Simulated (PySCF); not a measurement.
C2H9BN2. Atoms are numbered in the order given.

```xyz
14

B      0.0735     0.2078    -1.0751
H      0.5327    -0.4530    -1.9823
N     -0.4763     1.4730    -1.3897
H     -0.4867     1.8140    -2.3404
H     -0.8867     2.1192    -0.7285
N      0.1234    -0.3415     0.2350
C      0.7001    -1.6378     0.5028
C     -0.3791     0.3144     1.4173
H      1.5521    -1.5691     1.2088
H     -0.0391    -2.3292     0.9550
H      1.0641    -2.0878    -0.4306
H     -1.1653    -0.2875     1.9149
H      0.4222     0.4816     2.1643
H     -0.8161     1.2935     1.1764
```
Charge 0, spin multiplicity 1.

The structure is a stationary point at r2SCAN-D4/def2-SVP. This is a generated structure with no PubChem entry under its InChIKey; it may be hypothetical. Other conformers were not sampled.

Method: PBE/pcSseg-1 (PySCF).

GIAO shieldings, no solvent; atoms listed in one row are averaged. δ = σ(ref) − σ: ¹¹B against BF3 (σ = 83.9 ppm); ¹H against TMS (σ = 31.49 ppm); ¹⁵N against NH3 (σ = 267.0 ppm); ¹³C against TMS (σ = 182.0 ppm), references at their B3LYP-D3(BJ)/def2-TZVP geometries, non-relativistic.

Computed chemical shifts:
```json
[
 {"nucleus": "¹¹B", "atoms": "B1", "count": "1", "δ (ppm)": "10.3"},
 {"nucleus": "¹H", "atoms": "H2", "count": "1", "δ (ppm)": "4.36"},
 {"nucleus": "¹H", "atoms": "H9, H10, H11", "count": "3", "δ (ppm)": "3.07"},
 {"nucleus": "¹H", "atoms": "H12, H13, H14", "count": "3", "δ (ppm)": "2.76"},
 {"nucleus": "¹H", "atoms": "H4", "count": "1", "δ (ppm)": "2.61"},
 {"nucleus": "¹H", "atoms": "H5", "count": "1", "δ (ppm)": "2.31"},
 {"nucleus": "¹⁵N", "atoms": "N6", "count": "1", "δ (ppm)": "91.1"},
 {"nucleus": "¹⁵N", "atoms": "N3", "count": "1", "δ (ppm)": "74.4"},
 {"nucleus": "¹³C", "atoms": "C7", "count": "1", "δ (ppm)": "48.1"},
 {"nucleus": "¹³C", "atoms": "C8", "count": "1", "δ (ppm)": "38.3"}
]
```
